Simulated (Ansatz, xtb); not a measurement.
CH2GeN−: which of two structures lies lower

Structure I: `[C-]#[N+][GeH2-]`, a singlet. Structure II: a singlet given by its coordinates. Both are isolated ions in the gas phase, relaxed with r2SCAN-D4/def2-SVPD.

I (Å):

```yaml
atoms:
  - { symbol: C, position_ang: [-1.5100, 2.4256, -1.2587] }
  - { symbol: Ge, position_ang: [0.0156, -0.2996, -0.8367] }
  - { symbol: N, position_ang: [-0.8243, 1.4792, -1.1049] }
  - { symbol: H, position_ang: [0.9973, 0.2608, 0.2999] }
  - { symbol: H, position_ang: [1.1071, -0.0312, -1.9795] }
```

II (Å):

```
atom    x (Å)    y (Å)    z (Å)
   C  -0.3063   1.1217  -0.3562
  Ge   0.8062   1.0581  -2.0090
   N  -1.1842   1.0989  -1.2518
   H  -0.4801   1.1690   0.7490
   H   0.9318  -0.5688  -2.0198
```

Close contacts (Å): C1–Ge2 1.99, C1–N3 1.25, Ge2–N3 2.13, C1–H4 1.12, Ge2–H5 1.63.

Question: Estimate E(II) − E(I) at the level CCSD(T)/def2-TZVPPD.

Answer: Calculated at CCSD(T)/def2-TZVPPD: E(II) − E(I) = +31.0 kcal/mol, so structure I lies lower.

Level by level:

| level | geometry | E(II) − E(I) (kcal/mol) | departure from the last row (kcal/mol) | job, with rough time for the two |
| --- | --- | --- | --- | --- |
| r2SCAN-D4/def2-SVPD | r2SCAN-D4/def2-SVPD | +25.1 | −5.9 | optimisation, 16 s |
| HF/def2-TZVPPD | r2SCAN-D4/def2-SVPD | +47.2 | +16.2 | part of the CCSD(T) run |
| MP2/def2-TZVPPD | r2SCAN-D4/def2-SVPD | +28.6 | −2.4 | part of the CCSD(T) run |
| CCSD(T)/def2-TZVPPD | r2SCAN-D4/def2-SVPD | +31.0 |  | single point, 76 s |

None of the levels shown reverses the order. The largest departure from CCSD(T)/def2-TZVPPD is that of HF/def2-TZVPPD, 16.2 kcal/mol. Levels run at GFN2-xTB geometries aren't shown.

With harmonic frequencies from r2SCAN-D4/def2-SVPD (ideal gas, rigid rotor, one conformer each, 400 K, 1 atm): on the last row, ΔE + ΔZPE = +32.8, ΔH = +32.2, ΔG = +33.6 kcal/mol.

The correlated steps freeze 11 core orbitals; the filled d shell of Ge is correlated, in a basis made for valence electrons. Mirror images aren't counted in ΔG. Codes used: Ansatz 0.2.0; the last row on 2 threads of Arm Neoverse V1 on a shared host.
